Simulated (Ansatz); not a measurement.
`BSB` + `[CH3][GeH]([NH2])[F]` → `B[NH][GeH]([CH3])[F]` + `BS` at 600 K and 1 bar (ligand exchange at a B–S bond).

Isolated molecules relaxed with PBE0-D4/def2-TZVP in Ansatz; ΔE leaves out vibrations. CBS: MP2 limit from def2 TZ/QZ plus the TZ coupled-cluster correction, frozen cores. This one scheme is used for every species. For Ge outer-core shells are correlated without core-valence functions, which leaves a few kJ/mol of doubt a bond. Scalar relativity is left out up to krypton. Each species was taken in one conformer, which may not be the lowest.

```tsv
species	CCSD(T)/CBS energy (Eh)	H − E (kJ/mol)	S (J/(mol·K))
`BSB`	-449.77944	155.3	334.5
`[CH3][GeH]([NH2])[F]`	-2272.33936	250.6	424.3
`B[NH][GeH]([CH3])[F]`	-2297.76421	293.9	471.0
`BS`	-424.38198	108.7	286.1
```

H − E and S are ideal-gas, rigid-rotor, harmonic terms from PBE0-D4/def2-TZVP, for one conformer and one mirror image of each species. 1 Eh = 2625.50 kJ/mol, R = 8.31446 J/(mol·K).

**Question.** By hand: ΔE, ΔH, ΔS and ΔG.

**Answer.** ΔE = (-2297.76421) + (-424.38198) − (-449.77944) − (-2272.33936) = -0.02739 Eh = -71.9 kJ/mol. Δ(H − E) = 293.9 + 108.7 − 155.3 − 250.6 = -3.3, so ΔH = -75.2 kJ/mol. ΔS = 471.0 + 286.1 − 334.5 − 424.3 = -1.7 J/(mol·K). ΔG = -75.2 − 600 × (-1.7)/1000 = -74.2 kJ/mol.

**Question.** By hand: the equilibrium constant, and the temperature at which ΔG would vanish if ΔH and ΔS stayed fixed.

**Answer.** log₁₀ K = −ΔG/(RT ln 10) = 6.5. ΔG = 0 at ΔH/ΔS = 44235 K, far beyond where these terms or the molecules hold.

The number of gas molecules stays the same, so ΔS is small and ΔH decides. A doubt of 5 kJ/mol in ΔE shifts log₁₀ K by 0.4 here. Other conformers and mirror images would add mixing entropy, several J/(mol·K) or more a flexible species. Modes under 60 cm⁻¹, often nearly free rotors, make the harmonic entropy too high. These are equilibria of isolated gas molecules and say nothing of rates. Largest T1 diagnostic: 0.015 (customary marks: 0.02 for closed shells, 0.045 for open ones).
